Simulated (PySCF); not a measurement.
Ligands exchanged one at a time, Al Br-CH3. Gas-phase values, no solvent. Strings in code marks are SMILES.

The HOMO from two functionals at the same geometries (B3LYP-D3(BJ)/def2-TZVP), both in PySCF: PBE-D3(BJ)/def2-TZVP and ωB97X-D3(BJ)/def2-TZVP. 

| species | PBE-D3(BJ)/def2-TZVP (eV) | ωB97X-D3(BJ)/def2-TZVP (eV) |
|---|---|---|
| 0 of 3 Br replaced by CH3 (`[Br][Al]([Br])[Br]`) | -7.36 | -11.03 |
| 1 of 3 Br replaced by CH3 | -7.15 | -10.83 |
| 2 of 3 Br replaced by CH3 (`[CH3][Al]([CH3])[Br]`) | -6.52 | -10.18 |
| 3 of 3 Br replaced by CH3 (`[CH3][Al]([CH3])[CH3]`) | -6.25 | -10.00 |

Over these rows, drawn at random from the members with no instability flagged (it was tested for open shells, ions and some series alone), PBE minus ωB97X-D3(BJ): mean +3.69 eV, from +3.66 eV to +3.74 eV.
